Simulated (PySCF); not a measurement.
Two species compared at the same levels of theory.

First species: C5H11FSi.
Cartesian coordinates in Å at the GFN2-xTB level; atoms count from 1:
```xyz
18
C5H11FSi angstrom
C     -1.1511    1.9701    0.2579
C     -1.2621    0.5004    0.5068
F     -2.2438    0.1912    1.4079
C     -0.5451   -0.4785   -0.0349
C     -0.7575   -1.9206    0.3132
C      0.5498   -0.1904   -1.0094
Si     2.2439   -0.0185   -0.1417
H     -1.8683    2.4909    0.8872
H     -0.1509    2.3311    0.4920
H     -1.3659    2.2084   -0.7839
H     -1.4970   -2.0305    1.1016
H     -1.0983   -2.4719   -0.5636
H      0.1812   -2.3645    0.6427
H      0.6025   -1.0055   -1.7322
H      0.3372    0.7216   -1.5661
H      2.5854   -1.2748    0.5264
H      3.2476    0.2891   -1.1623
H      2.1837    1.0587    0.8467
```

Second species: C5H11FSi.
Numbering: `[CH3:1]/[CH:2]=[C:3](\[F:4])[SiH2:5][CH2:6][CH3:7]` (hydrogens: H8, H9, H10 on C1; H11 on C2; H12, H13 on Si5; H14, H15 on C6; H16, H17, H18 on C7)

Levels: CAM-B3LYP/def2-SVPD for dipole moment, HOMO energy, LUMO energy, HOMO–LUMO gap, static isotropic polarisability and electronic spatial extent ⟨r²⟩ about the centre of nuclear charge; TDDFT CAM-B3LYP/def2-SVPD for lowest singlet excitation; TDA CAM-B3LYP/def2-SVPD for lowest triplet excitation (Tamm–Dancoff); GFN2-xTB for rotational constant A and rotational constant C. Geometries: GFN2-xTB. Each structure is a single optimised conformer of the isolated species, non-relativistic unless stated; the electronic structure was computed with PySCF and density fitting.

Dipoles, sizes and rotational constants follow the conformer. The torsions of the flexible species, by atom-mapped SMILES:
- `[CH3:1]/[C:2]([F:3])=[C:4](/[CH3:5])[CH2:6][SiH3:7]`: C2–C4–C6–Si7 92°
- `[CH3:1]/[CH:2]=[C:3](\[F:4])[SiH2:5][CH2:6][CH3:7]`: C2–C3–Si5–C6 114°, C3–Si5–C6–C7 -56°

```tsv
property	column X	column Y
dipole moment	1.47 D	1.65 D
HOMO energy	-8.56 eV	-7.77 eV
LUMO energy	1.02 eV	1.01 eV
HOMO–LUMO gap	9.58 eV	8.78 eV
lowest singlet excitation	6.71 eV	5.99 eV
lowest triplet excitation (Tamm–Dancoff)	4.26 eV	4.18 eV
static isotropic polarisability	89.4 au	88.7 au
electronic spatial extent ⟨r²⟩ about the centre of nuclear charge	1246 bohr²	1168 bohr²
rotational constant A	3.258 GHz	3.070 GHz
rotational constant C	1.071 GHz	1.055 GHz
```

Problem. Which column belongs to which species?

Solution. Column X is the second species and column Y the first. The first has 18 atoms and 64 electrons, the second 18 and 64.

Problem. How does each property change from the first species to the second?

Solution. dipole moment -0.18 D; HOMO energy -0.79 eV; LUMO energy +0.01 eV; HOMO–LUMO gap +0.80 eV; lowest singlet excitation +0.72 eV; lowest triplet excitation (Tamm–Dancoff) +0.08 eV; static isotropic polarisability +0.7 au; electronic spatial extent ⟨r²⟩ about the centre of nuclear charge +78 bohr²; rotational constant A +0.188 GHz; rotational constant C +0.016 GHz.

On the first: The vertical singlet–triplet gap S1 − T1 is 1.81 eV (TDDFT singlet less Tamm–Dancoff triplet). In wavenumbers S1 is 48300 cm⁻¹ (1 eV = 8065.54 cm⁻¹).

On the second: The principal polarisabilities are 77.5, 81.8 and 108.9 au; their mean is the isotropic value. The dipole equals about 4.9 × 10⁻³⁰ C·m (1 D = 3.33564 × 10⁻³⁰ C·m).
